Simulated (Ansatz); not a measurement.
Reaction (isomerisation): `C=[C](N)[GeH3]` → `C[CH2][Ge][NH2]`

Calculated with Ansatz (gas phase, PBE0-D4/def2-TZVP geometries, no zero-point term in ΔE). CBS: MP2 limit from def2 TZ/QZ plus the TZ coupled-cluster correction, frozen cores. DFT in def2-TZVPP. For Ge outer-core shells are correlated without core-valence functions, which leaves a few kJ/mol of doubt a bond. Scalar relativity is left out up to krypton. Each species was taken in one conformer, which may not be the lowest.

```
          species  r2SCANh-D4 energy (Eh)
 `C=[C](N)[GeH3]`             -2212.09588
`C[CH2][Ge][NH2]`             -2212.13326
```

Work out ΔE.

ΔE = (-2212.13326) − (-2212.09588) = -0.03738 Eh = -23.5 kcal/mol. CCSD(T)/CBS gives -26.4 kcal/mol.

Largest T1 diagnostic among the species: 0.013.

At CCSD(T), def2-SVP lies +4.2 kcal/mol from the extrapolated value and def2-TZVPP +2.6 kcal/mol. In def2-TZVPP, CCSD(T) changes the Hartree–Fock value by −1.4 kcal/mol (the triples alone add +0.4 kcal/mol) and MP2 by −2.2 kcal/mol. Leaving LDA and LC-ωPBE aside and taking each functional with its dispersion term where it has one, the values, not all of them listed here, spread over 5.9 kcal/mol, from BLYP-D4 to B97M-V. LDA lies +3.2 kcal/mol from PBE without D4.
